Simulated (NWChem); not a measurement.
Molecule: CdHI; SMILES [I][CdH]

All runs: NWChem. Coordinates come from a PBE0/def2-SVP optimisation. def2 effective core potentials on Cd, I; no spin-orbit coupling.

For level PBE/STO-3G (all-electron, non-relativistic):

| Property | Result |
|---|---|
| highest occupied level (eV) | -3.00 |
| orbital gap (eV) | 5.89 |
| dipole (D) | 2.28 |

### Question
How do the values read with level PBE/def2-SVP (core potentials) instead?

### Answer
| Property | Result |
|---|---|
| highest occupied level (eV) | -6.33 |
| orbital gap (eV) | 4.50 |
| dipole (D) | 1.61 |
